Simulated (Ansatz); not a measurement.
Consider the redistribution: `N[Si]1(O)CC1` + `C[SiH](O)[SiH3]` → `O[Si]1([SiH3])CC1` + `C[SiH](N)O`.

Program: Ansatz. Geometries: PBE0-D4/def2-TZVP. ΔE: electronic, gas phase. CBS: MP2 limit from def2 TZ/QZ plus the TZ coupled-cluster correction, frozen cores. DFT in def2-TZVPP. B3LYP here is the variant with VWN-RPA as its local correlation; programs differ in this. Each species was taken in one conformer, which may not be the lowest.

(1) Is it downhill or uphill in electronic energy at CCSD(T)/CBS, and by how much? (An estimate is asked.)

(2) What do these levels give: r2SCAN-D4, PBE0, B3LYP, MP2/def2-TZVPP, SCS-MP2/def2-TZVPP, CCSD(T)/def2-TZVPP, HF/def2-QZVPP, MP2/def2-QZVPP, SCS-MP2/def2-QZVPP, HF/CBS(def2), MP2/CBS(def2), CCSD/CBS(def2)? (Estimate.)

Largest T1 diagnostic among the species: 0.012.

Answers

(1) Computed: Downhill: ΔE = -0.23 eV.

(2) Computed: r2SCAN-D4 -0.23, PBE0 -0.21, B3LYP -0.21, MP2/def2-TZVPP -0.24, SCS-MP2/def2-TZVPP -0.23, CCSD(T)/def2-TZVPP -0.22, HF/def2-QZVPP -0.19, MP2/def2-QZVPP -0.25, SCS-MP2/def2-QZVPP -0.23, HF/CBS(def2) -0.19, MP2/CBS(def2) -0.25, CCSD/CBS(def2) -0.22 eV.

In def2-TZVPP, CCSD(T) changes the Hartree–Fock value by −0.04 eV (the triples alone add −0.01 eV) and MP2 by −0.06 eV.
